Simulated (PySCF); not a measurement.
C₄H₆ClF, SMILES C[C@@H](F)/C=C\Cl.

The structure is a stationary point at TPSSh-D3(BJ)/def2-SVP. The structure was generated by enumeration; whether it is a known compound was not checked. The values are those of a single conformer.

The numbers are results of SMD-ωB97X/def2-SVP in PySCF, not measurements.

Solvation free energies are E(SMD) − E(gas) at the gas-phase geometry, for 1 M in both phases. In vacuum the dipole moment is 1.36 D.

Task: Rank water, chloroform, benzene by solvation free energy, most negative first.

Result: chloroform (-4.9 kcal/mol), benzene (-4.0 kcal/mol), water (-0.5 kcal/mol)
